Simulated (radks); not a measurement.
Problem. Species: Cr I. Configuration: [Ne] 3s2 3p4 3d5 4s1 4d2 (not the ground configuration). All-electron calculation, scalar-relativistic Kohn-Sham, TASK exchange with Perdew-Wang LDA correlation, spin-polarised, spherical densities, finite nucleus; open shells are filled with parallel spins first; meta-GGA in the generalised Kohn-Sham scheme; Fermi nuclear charge, rms radius 3.6452 fm. Program: a radial shooting solver on a logarithmic mesh with Libxc functionals. Some entries of the table are withheld. Estimate them.

| orbital | occ. | eigenvalue (eV) | <r^2> (bohr^2) | <1/r> (bohr^-1) |
|---|---|---|---|---|
| 1s up | 1 | -5931.778 | 0.005454 | 23.85 |
| 1s down | 1 | -5930.517 | 0.005452 | 23.86 |
| 2s up | 1 | -701.2070 | 0.1020 | 5.058 |
| 2s down | 1 | -696.5032 | 0.1008 | 5.081 |
| 2p up | 3 | -593.0236 | (1) | 4.952 |
| 2p down | 3 | -588.7677 | (2) | 4.971 |
| 3s up | 1 | -101.7162 | (3) | 1.598 |
| 3s down | 1 | -88.6567 | (4) | 1.556 |
| 3p up | 3 | -71.4806 | 1.021 | 1.473 |
| 3p down | 1 | -58.2482 | 1.068 | 1.431 |
| 3d up | 5 | -24.0437 | 1.471 | 1.185 |
| 4s up | 1 | -13.1234 | 7.818 | 0.5166 |
| 4d up | 2 | -1.0352 | 46.68 | 0.1982 |

Solution. 
(1) 2p up <r^2> (bohr^2): 0.08343
(2) 2p down <r^2> (bohr^2): 0.08225
(3) 3s up <r^2> (bohr^2): 0.9057
(4) 3s down <r^2> (bohr^2): 0.9395
